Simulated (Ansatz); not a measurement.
Zr₄O₁₅H₁₄, a hydroxylated oxide cluster. Total charge 0; triplet. Geometry PBE-D4/def2-SVP, that of the neutral singlet; atoms count from 1.

```xyz
33

Zr   -0.6153    0.6346    0.3094
Zr    1.6699   -1.8782    0.0184
Zr   -1.0522   -0.8936   -2.9502
Zr   -0.1903    3.3370    2.5739
O     2.4136   -2.6432   -1.6661
O     3.1946   -1.4365    1.1662
O     0.6785   -1.5585   -3.4905
O     0.9117   -3.4262    0.9341
O    -0.4665   -1.4307   -0.7472
O     0.3117   -0.3986    1.8828
O     1.4050    0.1945   -0.5543
O    -0.2272    1.7446    3.7065
O    -1.7747   -0.0855   -4.5610
O    -2.3625   -2.3150   -2.5115
O    -1.1609    0.9049   -1.7966
O    -2.4242    0.3400    0.9511
O    -0.2074    2.4966    0.7826
O     1.4743    4.3143    2.8289
O    -1.7682    4.4419    2.8505
H     2.8803   -3.4617   -1.9019
H     3.7407   -1.6328    1.9405
H     1.4048   -2.0152   -2.9891
H     0.3654   -3.7199    1.6787
H    -1.1229   -2.1194   -0.5144
H     1.2115   -0.1399    2.1652
H     2.1347    0.8382   -0.5262
H    -0.2190    0.8023    3.4215
H    -2.0007    0.2766   -5.4270
H    -3.0868   -2.7163   -3.0167
H    -1.4516    1.7506   -2.1790
H    -3.2961    0.0845    1.2785
H     2.2026    4.8589    3.1517
H    -2.5729    4.8516    3.1914
```

In the def2 sets Zr takes a core potential; there is no spin–orbit coupling. Single mean-field runs in def2-TZVP are fitted with def2-universal-jkfit. At PBE0-D4/def2-TZVP a singlet of charge 0 lies 6.44 eV below the triplet at the same geometry.

Question: Estimate the Mulliken populations of the heavy atoms from the PBE0/def2-TZVP orbitals of Ansatz.

Answer: 
```tsv
atom	charge (e)	spin (α − β)	d electrons
Zr1	1.41	0.81	2.02
Zr2	1.68	0.00	1.70
Zr3	1.80	0.01	1.71
Zr4	1.71	0.06	1.81
O5	-0.81	0.00	–
O6	-0.75	0.01	–
O7	-0.73	0.00	–
O8	-0.73	0.01	–
O9	-0.93	0.00	–
O10	-0.71	0.24	–
O11	-0.79	0.06	–
O12	-0.73	0.01	–
O13	-0.77	0.00	–
O14	-0.78	0.00	–
O15	-0.85	-0.01	–
O16	-0.68	0.18	–
O17	-0.62	0.53	–
O18	-0.77	0.02	–
O19	-0.77	0.04	–
```
Mulliken values depend strongly on the basis.

Question: Where does the spin sit?

Answer: Summed by element: Zr 0.87, O 1.11, H 0.02, of 2 unpaired in all. Largest on single atoms: Zr1 0.81, O17 0.53, O10 0.24.

Question: And the Mayer bond orders between heavy atoms (over 0.3)?

Answer: Zr1–O10 0.49 (2.10 Å); Zr1–O11 0.37 (2.24 Å); Zr1–O15 0.34 (2.19 Å); Zr1–O16 0.86 (1.94 Å); Zr1–O17 0.59 (1.96 Å); Zr2–O5 0.78 (1.99 Å); Zr2–O6 0.94 (1.96 Å); Zr2–O8 0.99 (1.95 Å); Zr2–O9 0.31 (2.31 Å); Zr2–O11 0.49 (2.17 Å); Zr3–O7 1.03 (1.93 Å); Zr3–O13 0.94 (1.94 Å); Zr3–O14 0.89 (1.98 Å); Zr3–O15 0.49 (2.14 Å); Zr4–O12 0.97 (1.95 Å); Zr4–O17 0.79 (1.98 Å); Zr4–O18 0.88 (1.95 Å); Zr4–O19 0.87 (1.95 Å).
